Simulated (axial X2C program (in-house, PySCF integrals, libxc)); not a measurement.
**Potential curves of TaCl⁻, without spin–orbit coupling**

Computed with an in-house relativistic program for diatomic molecules. Spin-free means the one-electron spin-free X2C Hamiltonian. Basis: Ta dyall-acv3z [14s15p10d7f4g], Cl dyall-av3z [9s8p3d2f] (cores contracted in-house); Gaussian nuclei, density fitting, unrestricted open shells. Masses: Ta 180.948 u, Cl 34.969 u.

State: M_S = 3/2, Λ = 1 (beyond evenly filled blocks: π+α, δ+α, δ-α). Energies in cm⁻¹ from the fragments at the same level (Ta + Cl-). Fits are polynomials in 1 − R0/R over 0.85 to 1.23 times the lowest point R0.

| R (Å) | BP86 | PBE0 | HF |
| --- | --- | --- | --- |
| 2.1940 | -16182 | -15462 | -8728 |
| 2.2663 | -17126 | -16511 | -10558 |
| 2.3387 | -17467 | -16924 | -11625 |
| 2.4110 | -17373 | -16877 | -12121 |
| 2.4954 | -16884 | -16417 | -12180 |
| 2.5798 | -16132 | -15673 | -11849 |

Occupations by symmetry block were frozen at the best pattern of an incomplete PBE0 search. De is counted from the lowest determinant-based energies of the atoms at the same level, without counterpoise correction. Other states lie close and PBE0, whose exact exchange favours high spin, may order them wrongly; the determinant shown need not be the ground state. The nearest other spin-free determinant of the search, M_S = 3/2, Λ = 2, lies 0.04 eV up at the distance of the search. The functionals have no current-density term, which raises determinants with orbital currents, atoms included. The highest occupied level of some functionals is positive through self-interaction error; at Hartree–Fock it is bound. The determinant is spin-polarised beyond a pure state at some levels (its spin-free form has ⟨S²⟩ too high), which makes Re and μ there less reliable. Hartree–Fock gets electron affinities wrong, so its lowest charge split need not be the true one. With spin–orbit coupling the lowest determinant has another configuration, so this spin-free state is a model.

(1) Fit the BP86 curve near its minimum: give the equilibrium distance, the harmonic wavenumber and the well depth.

(2) What are Re, ωe and De at the PBE0 level?

(3) What are Re, ωe and De at the HF level?

Answers

(1) At BP86, spin-free: Re = 2.356 Å, ωe ≈ 296 cm⁻¹, De = 2.17 eV to Ta + Cl-; Be follows as 0.104 cm⁻¹.

(2) At PBE0, spin-free: Re = 2.365 Å, ωe ≈ 298 cm⁻¹, De = 2.10 eV to Ta + Cl-; Be follows as 0.103 cm⁻¹.

(3) At HF, spin-free: Re = 2.463 Å, ωe ≈ 269 cm⁻¹, De = 1.51 eV to Ta + Cl-; Be follows as 0.0949 cm⁻¹.
